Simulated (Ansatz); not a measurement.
Geometry optimisation, RKS BLYP-D4/def2-mTZVP in Ansatz.

Input:

```yaml
crystal:
  periodic: [false, false, false]
  atoms:
    - { symbol: O, position_ang: [-0.45525, 0.83368, -1.1605] }
    - { symbol: Si, position_ang: [0.76722, 0.81466, -0.1133] }
    - { symbol: S, position_ang: [0.25799, -0.72515, 1.338] }
    - { symbol: O, position_ang: [-1.05987, -1.33403, 0.43802] }
    - { symbol: H, position_ang: [-1.16322, 0.19596, -1.04872] }
    - { symbol: H, position_ang: [0.99248, -0.40562, 2.46175] }
    - { symbol: H, position_ang: [1.98641, 0.39403, -0.78584] }
    - { symbol: H, position_ang: [-1.17317, -2.24649, 0.71591] }
basis:
  gaussian: { orbitals: def2-mTZVP }
hamiltonian:
  xc: blyp
  dispersion: d4
relax:
  f_tol: 0.02
  max_steps: 50
output:
  orbitals: {}
```

Command:

```bash
$ ansatz run input.yaml --threads 2 --pin off --max-ram 3072MiB --backend cpu --events-out ev --progress --plain --runs-dir out
```

Task: Where does it end, and by what steps?

Result: The run converged. After 22 steps the energy has fallen by 4.295 eV; H6 moved furthest, 2.12 Å. Parted: S3–H6. Joined: Si2–H6.

```
step  energy less start (eV)  largest force component (eV/Å)  accepted
   0                  0.0000                           3.153       yes
   1                 -1.0702                           2.444       yes
   2                 -1.5526                           2.507       yes
   3                 -1.7523                           2.866       yes
   4                 -1.9777                           0.938       yes
   5                 -2.0596                           0.341       yes
   6                 -2.0898                           0.513       yes
   7                 -2.1166                           0.944       yes
   8                 -2.1699                           1.252       yes
   9                 -2.3128                           1.208       yes
  10                 -2.6063                           0.934       yes
  11                 -3.0070                           0.987       yes
  12                 -3.4103                           1.014       yes
  13                 -3.7345                           1.064       yes
  14                 -3.9947                           0.683       yes
  15                 -4.1609                           1.189       yes
  16                 -4.2245                           1.272       yes
  17                 -4.2618                           0.775       yes
  18                 -4.2904                           0.203       yes
  19                 -4.2926                           0.100       yes
  20                 -4.2938                           0.124       yes
  21                 -4.2945                           0.040       yes
  22                 -4.2946                           0.011       yes
```

```xyz
8
Properties=species:S:1:pos:R:3
O -0.173 0.986 -1.019
Si 0.664 0.261 0.228
S -0.572 -0.890 1.601
O -1.177 -2.103 0.486
H -0.951 1.522 -0.777
H 1.301 1.238 1.163
H 1.657 -0.605 -0.453
H -0.595 -2.882 0.616
```

Time of the run: 42 s on 2 threads of Arm Neoverse V2, with other jobs on the host, peak memory 0.18 GiB.
